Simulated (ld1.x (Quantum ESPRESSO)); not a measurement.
## Varying the TM semilocal potential for nickel (Ni)

Base potential:

nickel, norm-conserving Troullier–Martins (semilocal form), made with ld1.x (Quantum ESPRESSO) 7.5 (LDA (PZ), scalar-relativistic). Core [Ne], reference 3s2 3p6 3d8 4s1 4p1. Waves: 3s (bound): rc 1.25 bohr; 3d (bound): rc 1.30 bohr; 3p (bound): rc 0.75 bohr. Local part: the p channel. Core correction: Bessel-smoothed model core inside 0.45 bohr.

Occupied shells without a wave of their own: 4p, 4s. They enter only through the test configuration that unscreens the potential, and ld1.x also counts them in the model core charge.

Cutoffs, loose and tight: the cutoffs (Ry, on a coarse ladder) from which the occupation-weighted sum of valence levels, in a spherical-Bessel basis at the reference potential, stays within 10 and 1 mRy of its value at 400 Ry. They do not see the model core or the augmentation charge, which bear on the density cutoff. Test errors are all-electron minus pseudo excitation energies from the reference, over the configurations 3s2 3p6 3d8 4s2 4p0; 3s2 3p6 3d8 4s1 4p0; 3s2 3p6 3d8 4s0 4p0; 3s2 3p6 3d9 4s0 4p0; 3s2 3p6 3d6 4s0 4p0; 3s2 3p6 3d8 4s0 4p1; 3s2 3p6 3d7 4s2 4p0 (two spin-polarised tests are not counted in the largest error). A dash means not determined; rows that change the core or the reference have their own tests.

With those shells counted twice in exchange and correlation these files are broken, and their errors move erratically; no question is asked of them.

A semilocal file is local in each channel, so a ghost entry of none says nothing of the separable form that plane-wave codes build from it.

| change | outcome | cutoff, loose | cutoff, tight | bound ghosts | largest test error (meV) |
| --- | --- | --- | --- | --- | --- |
| base | generated, misses its reference levels by 1.23 eV | 180 Ry | over 300 Ry | none | -5071 |
| all radii but the core radius scaled by about 0.78 (s 0.98, p 0.58, d 1.02 bohr) | generated, misses its reference levels by 0.31 eV | over 300 Ry | over 300 Ry | none | -2342 |
| all radii but the core radius scaled by about 0.85 (s 1.06, p 0.64, d 1.10 bohr) | generated, misses its reference levels by 0.57 eV | 260 Ry | over 300 Ry | none | -3129 |
| all radii but the core radius scaled by about 0.95 (s 1.18, p 0.72, d 1.24 bohr) | generated, misses its reference levels by 0.97 eV | 180 Ry | over 300 Ry | none | -4332 |
| all radii but the core radius scaled by about 1.04 (s 1.30, p 0.78, d 1.36 bohr) | generated, misses its reference levels by 1.51 eV | 180 Ry | 300 Ry | none | -5864 |
| all radii but the core radius scaled by about 1.09 (s 1.36, p 0.82, d 1.42 bohr) | generated, misses its reference levels by 1.81 eV | 160 Ry | 300 Ry | none | -6669 |
| all radii but the core radius scaled by about 1.21 (s 1.52, p 0.90, d 1.58 bohr) | generated, misses its reference levels by 2.38 eV | 140 Ry | 200 Ry | none | -8253 |
| all radii but the core radius scaled by about 1.27 (s 1.58, p 0.96, d 1.64 bohr) | generated, misses its reference levels by 2.61 eV | 120 Ry | 180 Ry | none | -8928 |
| all radii but the core radius scaled by about 1.39 (s 1.74, p 1.04, d 1.80 bohr) | generated, misses its reference levels by 2.77 eV | 100 Ry | 160 Ry | none | -9338 |

Reading the sweep of the scale of all radii but the core radius (base = 1) (base included, trends over the rows without a ghost): The loose cutoff falls from 260 Ry at 0.85 to 100 Ry at 1.39. A larger radius leaves more room for a smooth pseudo-wave, so fewer plane waves are needed; a smaller one forces it to follow the all-electron wave where it bends sharply. The median size of the test errors (rows with all tests solved) rises from 496.4 meV at 0.78 to 3457.6 meV at 1.39. More of the atom is replaced by a form fitted at one configuration, so other configurations suffer as the radius grows.
